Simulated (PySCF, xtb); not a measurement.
BCl2H3OSi, SMILES O(B(Cl)Cl)[SiH3].

GFN2-xTB run with xtb 6.7.1 at its own geometry gives an orbital gap of 5.16 eV and a dipole moment of 3.52 D.

Geometry: B3LYP-D3(BJ)/def2-SVP. This is a generated structure with no PubChem entry under its InChIKey; it may be hypothetical. One conformer was computed; it need not be the lowest.

Task: What does PBE/def2-TZVP (PySCF) give? (An estimate is asked for; the answer gives what the named calculation found.)

Result: gap 5.94 eV (levels -7.52 and -1.58 eV), dipole 1.87 D.
